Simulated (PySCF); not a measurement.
# `C=CS[SiH2]N[SiH3]` in a uniform electric field

Compound: C2H9NSSi2.
Numbering: `[CH2:1]=[CH:2][S:3][SiH2:4][NH:5][SiH3:6]` (hydrogens: H7, H8 on C1; H9 on C2; H10, H11 on Si4; H12 on N5; H13, H14, H15 on Si6)

Cartesian coordinates in Å at the GFN2-xTB level; atoms count from 1:
```xyz
15
C2H9NSSi2 angstrom
C     -2.058    1.207   -0.230
C     -2.623    0.018   -0.112
S     -1.903   -1.463    0.489
Si     0.081   -0.936    1.153
N      0.996   -0.456   -0.223
Si     2.630    0.129   -0.326
H     -2.620    2.041   -0.616
H     -1.036    1.397    0.048
H     -3.649   -0.156   -0.400
H      0.542   -2.178    1.759
H     -0.024    0.152    2.120
H      0.541   -0.586   -1.114
H      3.120    0.133    1.047
H      3.396   -0.773   -1.186
H      2.601    1.479   -0.896
```

Level: B3LYP/def2-SVPD (PySCF); nuclei fixed, core orbitals frozen in the response. Permanent dipole (0.820, 0.907, -0.716) D (1 au = 2.5417 D). Static polarisability (au):

```
x   120.81   0.82   1.70
y     0.82 107.52  -9.31
z     1.70  -9.31  89.23
```

Only the terms in μ and α are kept: μ(F) = μ + αF and ΔE = −μ·F − ½ F·αF.

(1) A field of 0.01 au (0.514 V/Å) is applied along each axis in both senses. Find the induced dipole, the size of the total dipole and the two energy terms.

(2) For the field (-0.0090, -0.0080, -0.0050) au, what is the induced dipole, and what angle does it make with the field?

(3) At what field along the permanent dipole would the induced dipole along it equal the permanent one, in this linear picture?

(4) What field makes μF equal to kT at 200 K?

(5) A unit point charge sits 7 Å away. Estimate the induction energy −αe²/2R⁴ with the mean polarisability, treating the molecule as a point.

## Answers

(1) 
```tsv
field along	induced x (D)	induced y (D)	induced z (D)	total size (D)	−μ·F (kJ/mol)	−½F·αF (kJ/mol)
+x	3.071	0.021	0.043	4.056	-8.470	-15.859
−x	-3.071	-0.021	-0.043	2.535	+8.470	-15.859
+y	0.021	2.733	-0.237	3.855	-9.369	-14.115
−y	-0.021	-2.733	0.237	2.050	+9.369	-14.115
+z	0.043	-0.237	2.268	1.898	+7.396	-11.714
−z	-0.043	0.237	-2.268	3.289	-7.396	-11.714
```

(2) αF = (-2.802, -2.087, -0.984) D, at 8.3° to the field. The polarisability along this direction, F·αF/F², is 108.38 au, against a mean of 105.85 au.

(3) The polarisability along the dipole is 112.94 au, so F = 0.5575 au / 112.94 au = 0.0049 au = 0.25 V/Å; higher-order terms are ignored.

(4) kT = 0.6334 × 10⁻³ Eh, so F = 0.00114 au = 5.84 MV/cm.

(5) R = 13.23 bohr, so the energy is −105.9/(2 × 13.23⁴) Eh = -4.54 kJ/mol. The charge–dipole term at its most favourable orientation, −μe/R², is -8.36 kJ/mol.

Isolated species at its GFN2-xTB geometry (one conformer only). GFN2-xTB frequencies show an imaginary mode (47i cm⁻¹), so this geometry is no minimum at that level.
